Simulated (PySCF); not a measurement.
Job for PySCF: R-BP86/LANL2DZ on H2O2Pb (SMILES [OH][Pb][OH]), a point of a bond scan (R = 1.450 Å).

```python
from pyscf import gto, scf, dft, mp
from pyscf.data.elements import chemcore

mol = gto.M(
    atom='''
    Pb    0.05784747   -0.14199193    0.22381656
    O     1.14579287    1.30947280   -0.81344033
    H     0.39592382    1.77444508   -1.96374431
    O    -1.53296568    0.01324847   -1.15853494
    H    -2.29199006   -0.55788612   -0.99684579
    ''',
    basis='lanl2dz',
    ecp={'Pb': 'lanl2dz'},
    charge=0, spin=0, verbose=3, max_memory=1800)
mf = dft.RKS(mol, xc='b88,p86')
mf.conv_tol = 1e-8
mf.max_cycle = 100
mf.kernel()
if not mf.converged:
    mf = mf.newton().run(mf.mo_coeff, mf.mo_occ)
```

It printed:

```
converged SCF energy = -155.131940753439
```

The calculation finished and met its thresholds.

Cost: around 4 core-seconds (rough).
